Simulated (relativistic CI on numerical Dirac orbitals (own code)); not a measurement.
## Ir41+: sensitivity of the levels to the model

Base calculation: Dirac-Coulomb-Breit CI, orbitals from a KLI potential per configuration, model QED (radiative potential, 1s self-energy scaled to tabulated hydrogen-like ionisation energies), unscaled Slater integrals.

Configuration list (outside the closed core [Ar] 3d10): 4s2 4p6, 4s2 4p5 4d, 4s 4p6 4d, 4s2 4p5 4f, 4s 4p6 4f, 4p6 4d 4f, 4s2 4p5 5s, 4s2 4p5 5p, 4s 4p6 5s, 4s2 4p5 5d, 4s 4p6 5p, 4s2 4p5 5f, 4s2 4p5 5g, 4s 4p6 5d, 4p6 4f 5s, 4s 4p6 5f, 4s2 4p5 6s, 4s2 4p5 6p, 4s 4p6 5g, 4s2 4p5 6d, 4s2 4p5 6f, 4p6 4d2, 4p5 4d3, 4p5 4d2 4f, 4p5 4d2 5s, 4p5 4d2 5p, 4p6 4f2, 4p5 4d 4f2, 4p5 4f3, 4p5 4f2 5s, 4p5 4f2 5p, 4p6 4d 5s, 4p5 4d 4f 5s, 4p5 4d 5s2, 4p5 4d 5s 5p. Double excitations out of closed p, d and f shells are left out; levels of such configurations are missing from the list, as are those of other unlisted configurations, and high levels can miss mixing partners. These lack a partner that the ground configuration has and come out too high: 4s2 4p5 5d, 4s2 4p5 5f, 4s2 4p5 5g, 4s2 4p5 6s, 4s2 4p5 6p.

Variants: (1) one mean potential for all configurations. Shifts of the energy above 4s2 4p6 1S_0, in eV, for the lowest level and the first level of each name with at least 55 % of one term (blank where a level changes its place among those of its configuration and J or its character, or is not in the variant):

```
           Level     Base    Δ(1)
    4s2 4p6 1S_0    0.000   0.000
4s2 4p5 4d 3P°_0  159.179  -0.017
4s2 4p5 4d 3P°_1  164.308  -0.017
4s2 4p5 4d 3F°_3  167.272  -0.017
4s2 4p5 4d 3F°_4  187.269  -0.018
4s2 4p5 4d 3D°_3  195.974  -0.018
4s2 4p5 4d 3F°_2  279.154  -0.019
 4s2 4p5 4f 3D_1  377.865  -0.096
 4s2 4p5 4f 3D_2  384.604  -0.101
 4s2 4p5 4f 3G_4  393.519  -0.146
 4s2 4p5 4f 3G_5  397.150  -0.147
 4s2 4p5 4f 1F_3  398.720  -0.139
 4s2 4p5 4f 3F_4  404.628  -0.145
  4s 4p6 4d 3D_1  412.125  -0.036
  4s 4p6 4d 3D_3  428.580  -0.010
  4s 4p6 4d 1D_2  435.723  +0.007
 4s2 4p5 4f 3G_3  507.118  -0.153
 4s 4p6 4f 3F°_2  629.514  -0.112
 4s 4p6 4f 3F°_3  630.912  -0.112
 4s 4p6 4f 3F°_4  635.561  -0.113
 4s 4p6 4f 1F°_3  640.192  -0.115
4s2 4p5 5s 3P°_2  756.855  -0.375
```

At this charge energies of transitions that change n are usually good to better than 1 %, and those within a shell (Δn = 0) to a few per cent.

Ionisation energy from the two ground configurations alone: base 2082.82 eV. The NIST ASD value (theoretical) is 2083 eV.

LS names give the leading component of a level, which can be under half, so a name can repeat, a term be missing and a line seem to break the LS rules.
